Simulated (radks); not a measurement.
Numerical settings for neutral nickel, [Ar] 3d8 4s2. All-electron calculation, non-relativistic Kohn-Sham, BLYP, spin-unpolarised, spherical densities, point nucleus. Program: a radial shooting solver on a logarithmic mesh with Libxc functionals. The defaults (mesh step 0.008 in ln r, mesh end at 40 bohr or more with all orbitals vanishing there, Anderson mixing 0.5 over 9 steps, residual threshold near 1e-9 with the energy settled to 1e-9 hartree or 1e-11 of itself, here a cap of 56 iterations) give E = -1508.3279 hartree and 4s at -5.479 eV in 15 iterations. Run on one thread of a shared host, so times are rough (Arm Neoverse V1): 0.08 s of CPU time, 0.08 s wall, 15 iterations on 2669 mesh points. Changes against that run (0 stands for a change within the tolerance of the run):

setting,iterations,converged,E (mhartree),e(4s) (meV),CPU (s)
mesh step in ln r 0.003,15,yes,0,0,0.21
mesh step in ln r 0.2,4,no,diverged,-,0
mesh step in ln r 0.05,15,yes,+0.00714,0,0.02
mesh end (bohr) 20,15,yes,0,0,0.08
mesh end (bohr) 3,14,level above zero,+1.23e+03,+1.95e+04,0.06
residual threshold 1e-13,56,no,0,0,0.17
residual threshold 0.01,11,yes,0,-0.0568,0.07
mixing 2.5,17,yes,0,0,0.1
"linear mixing, mixing 0.8",56,no,+4e+04,+1.75e+03,0.63
"linear mixing, mixing 0.5",42,yes,0,0,0.17
mixing history 20,23,yes,0,0,0.11
iteration cap 2,2,no,+239,-6.39e+03,0.02

Settled on a wrong energy, with an occupied level pushed above zero by the early mesh end: mesh end (bohr) 3 (+1.23 hartree). Apart from these: no run marked as converged misses the energy by more than 1 mhartree. A mesh that ends early acts as a hard wall.
